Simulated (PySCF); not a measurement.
**Spin-rotation constants: `InChI=1S/C6H14N2/c1-5(7)6-2-3-8-4-6/h5-6,8H,2-4,7H2,1H3/t5-,6-/m1/s1`**

Geometry (Å), atoms numbered from 1 in this order:
```xyz
22

C    -2.142   -0.944    0.554
C    -1.258   -0.071   -0.349
N    -1.193    1.322    0.075
C     0.159   -0.657   -0.487
C     1.002   -0.580    0.799
C     2.116    0.446    0.473
N     1.700    1.167   -0.717
C     0.998    0.164   -1.495
H    -2.217   -1.950    0.152
H    -1.729   -1.006    1.559
H    -3.144   -0.522    0.620
H    -1.703   -0.065   -1.353
H    -2.110    1.749    0.011
H    -0.898    1.379    1.045
H     0.052   -1.690   -0.826
H     0.410   -0.247    1.651
H     1.426   -1.550    1.052
H     2.317    1.132    1.296
H     3.045   -0.082    0.233
H     1.021    1.879   -0.457
H     0.391    0.629   -2.269
H     1.745   -0.482   -1.968
```

Level of theory: PySCF 2.14.0, GIAO PBE0/pcSseg-1 magnetisability, rotational g tensor and spin-rotation constants, non-relativistic, gas phase. Geometry: GFN2-xTB.

Give the nuclear spin-rotation constants along the inertial axes (H = +C I·J) beside the isotropic shieldings.

Rotational constants 3.4784, 1.5340, 1.4221 GHz. A star marks the isotopologue with that one atom substituted, in its own axes.
```csv
atom,isotope,Caa (kHz),Cbb (kHz),Ccc (kHz),mean (kHz),σ (ppm)
N3,14N,0.175,0.068,0.070,0.105,217.1
N7,14N,0.200,0.079,0.079,0.119,202.1
H9,1H,-0.372,-0.122,-0.021,-0.172,30.7
H10,1H,-0.388,-0.077,-0.059,-0.174,30.8
H11,1H,-0.064,-0.120,-0.152,-0.112,30.8
H12,1H,-0.322,-0.071,-0.040,-0.144,28.9
H13,1H,-0.144,-0.107,-0.164,-0.138,30.9
H14,1H,-0.435,-0.136,-0.042,-0.204,31.9
H15,1H,-0.331,-0.102,-0.030,-0.154,29.9
H16,1H,-0.246,-0.167,-0.026,-0.147,30.6
H17,1H,-0.374,0.020,-0.132,-0.162,30.1
H18,1H,-0.339,-0.167,0.065,-0.147,28.6
H19,1H,-0.086,-0.124,-0.081,-0.097,28.9
H20,1H,-0.277,-0.086,-0.078,-0.147,29.6
H21,1H,-0.299,0.035,-0.136,-0.134,28.6
H22,1H,-0.199,-0.115,-0.045,-0.120,29.0
C1,13C*,0.517,0.234,0.242,0.331,158.2
C2,13C*,0.695,0.311,0.277,0.428,130.7
C4,13C*,0.598,0.303,0.274,0.392,139.4
C5,13C*,0.499,0.237,0.238,0.325,160.2
C6,13C*,0.673,0.248,0.319,0.413,134.5
C8,13C*,0.678,0.346,0.280,0.435,126.5
```
For the geometry as given, no vibrational averaging.

How do the rotational constants and the g tensor change when H9, H10, H11, H12, H13, H14, H15, H16, H17, H18, H19, H20, H21, H22 are replaced by deuterium?

Constants 2.6994, 1.2678, 1.1857 GHz; g 0.0027, -0.0015, -0.0034, against 0.0037, -0.0017, -0.0041 before.
